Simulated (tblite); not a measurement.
Start geometry of `C=CC[Si@@H](N)C[SiH2][SiH3]` from a force field or distance geometry (Å):
```
atom  x, y, z in Å
C1     3.2383   -1.1861   -1.4591
C2     2.8719   -0.2368   -0.5833
C3     1.6405   -0.3091    0.2768
Si4    0.3984    1.0905   -0.0441
N5    -0.1585    1.0783   -1.6398
C6    -1.0123    1.1686    1.1491
Si7   -1.9243   -0.4256    1.2154
Si8   -3.1559   -0.8717   -0.6721
H9     4.1524   -1.0953   -2.0304
H10    2.6143   -2.0653   -1.6263
H11    3.5318    0.6135   -0.4327
H12    1.1251   -1.2719    0.1290
H13    1.9317   -0.2688    1.3358
H14    1.1372    2.3625    0.0488
H15    0.6257    0.8967   -2.2665
H16   -0.4760    2.0159   -1.8890
H17   -0.6190    1.4058    2.1530
H18   -1.6852    1.9837    0.8873
H19   -2.8664   -0.3456    2.3760
H20   -0.9980   -1.5515    1.5489
H21   -2.3147   -1.3727   -1.7831
H22   -3.9050    0.3409   -1.1113
H23   -4.1567   -1.9290   -0.3649
```

**Question.** What comes out of this run: tblite 0.8.0, GFN2-xTB geometry optimisation, gas phase?

**Answer.** 
```
atom  x, y, z in Å
C1     2.9624   -0.9814   -1.6485
C2     2.8508   -0.2290   -0.5673
C3     1.7209   -0.2848    0.3910
Si4    0.5284    1.1708    0.0714
N5    -0.0926    0.8711   -1.5092
C6    -0.9558    1.1771    1.2522
Si7   -2.0078   -0.4106    1.2743
Si8   -2.9501   -0.8840   -0.7781
H9     3.7873   -0.8832   -2.3339
H10    2.2322   -1.7383   -1.8852
H11    3.6007    0.5232   -0.3570
H12    1.1810   -1.2238    0.2791
H13    2.0961   -0.2292    1.4119
H14    1.2807    2.4360    0.2291
H15    0.5473    0.5406   -2.2137
H16   -0.7556    1.5085   -1.9173
H17   -0.6044    1.3898    2.2608
H18   -1.5973    2.0146    0.9790
H19   -3.0371   -0.2165    2.3162
H20   -1.1646   -1.5030    1.7918
H21   -2.1068   -1.6922   -1.6612
H22   -3.3205    0.3149   -1.5422
H23   -4.1996   -1.6435   -0.6259
```

The energy falls by 10.4 kcal/mol over 133 L-BFGS steps, the largest force on an atom goes from 1.89 to 0.009 eV/Å, and the atoms move by 0.334 Å rms after alignment. The bond that changes most is C6–Si7 (sp3 carbon bound to silicon to SiH2 silicon), which lengthens by 0.067 Å. Bonds longer at the end by more than 0.005 Å: 6 of 22; shorter: 13. Among the angles that change most is N5–Si4–H14, from 103.4° to 115.4°. Among the dihedrals that turn most is C3–Si4–N5–H16, from -156° to 180°. Rotational constants go from 1725, 576.2, 546.4 to 1691, 620.5, 556.5 MHz. The orientation of the end geometry is arbitrary; only internal coordinates are fixed.

On one thread, Intel Xeon at 2.50 GHz (x86_64), no GPU, shared host with 64 logical CPUs at a one-minute load of 56, this took 4.8 s.

Its lowest GFN2-xTB frequency is 12 cm⁻¹, too small to tell a flat minimum from a shallow saddle. One conformer, not necessarily the lowest. 3 starts were optimised and ended at 0.00, 2.59 and 3.11 kcal/mol (GFN2-xTB); the lowest of these is shown.

These are computed values.
